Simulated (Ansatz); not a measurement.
Reaction (ligand exchange at the Si–C bond): `O=C[SiH](O)O` + `N[Si](F)(F)F` → `O[SiH](O)N[Si](F)(F)F` + `C=O`

Gas-phase electronic energies from Ansatz, PBE0-D4/def2-TZVP geometries. CCSD(T)/CBS is the MP2 limit (def2-TZVPP, def2-QZVPP) plus CCSD(T) − MP2 in def2-TZVPP, frozen cores. This one scheme is used for every species. DFT in def2-TZVPP. HSE06 is defined as in plane-wave codes. Each species was taken in one conformer, which may not be the lowest.

`O=C[SiH](O)O`:

```xyz
9

O    -0.088   -2.088    0.063
C     0.704   -1.174   -0.012
Si    0.015    0.595   -0.349
O     0.411    1.628    0.854
O    -1.589    0.321   -0.471
H     1.788   -1.390    0.131
H     0.593    1.193   -1.570
H    -0.023    1.524    1.703
H    -1.810   -0.611   -0.350
```

`N[Si](F)(F)F`:

```xyz
7

N    -0.676   -0.676    0.439
Si    0.362    0.404   -0.303
F     1.689    0.737    0.485
F    -0.369    1.783   -0.508
F     0.824   -0.179   -1.691
H    -1.300   -0.399    1.176
H    -0.530   -1.670    0.402
```

`O[SiH](O)N[Si](F)(F)F`:

Cartesian coordinates in Å:
```
O -1.884 -0.068 0.056
Si -0.617 -0.896 -0.552
O -0.484 -0.919 -2.182
N 0.831 -0.118 -0.032
Si 1.018 1.005 1.204
F 0.001 2.206 1.064
F 2.479 1.590 1.167
F 0.773 0.414 2.642
H -1.930 0.881 -0.086
H -0.793 -2.268 -0.037
H -1.054 -1.518 -2.667
H 1.660 -0.311 -0.578
```

`C=O`:

Z-matrix (Å, degrees):
```
C
O 1 1.195
H 1 1.109 2 122.0
H 1 1.109 2 122.0 3 -180.0
```

(1) Is it downhill or uphill in electronic energy at CCSD(T)/CBS, and by how much? (Estimate.)

(2) What do these levels give: LDA (SPW92), PBE0-D4, r2SCANh-D4, r2SCAN0-D4, CAM-B3LYP-D4, revPBE, BLYP, HSE06, MP2/def2-SVP, CCSD/def2-SVP, HF/def2-TZVPP, HF/def2-QZVPP? (Estimate.)

(3) What do rigid-rotor, harmonic-oscillator terms from PBE0-D4/def2-TZVP frequencies (298.15 K, 1 bar) make of the CCSD(T)/CBS value? (Best estimate.)

Largest T1 diagnostic among the species: 0.015.

Answers

(1) Ansatz gave: Downhill: ΔE = -1.00 eV.

(2) Ansatz gave: LDA (SPW92) -0.87, PBE0-D4 -0.96, r2SCANh-D4 -1.00, r2SCAN0-D4 -1.02, CAM-B3LYP-D4 -1.00, revPBE -0.81, BLYP -0.85, HSE06 -0.91, MP2/def2-SVP -1.09, CCSD/def2-SVP -1.07, HF/def2-TZVPP -1.07, HF/def2-QZVPP -1.08 eV.

(3) Ansatz gave: ΔZPE = -0.01 eV, ΔH = -0.99 eV, ΔS = -18 J/(mol·K), ΔG = -0.94 eV. Modes under 50 cm⁻¹ make the entropy rough.

Leaving LDA and LC-ωPBE aside and taking each functional with its dispersion term where it has one, the values, not all of them listed here, spread over 0.19 eV, from BHLYP-D4 to PBE-D4. LDA lies −0.04 eV from PBE without D4. At CCSD(T), def2-SVP lies −0.07 eV from the extrapolated value and def2-TZVPP −0.02 eV.
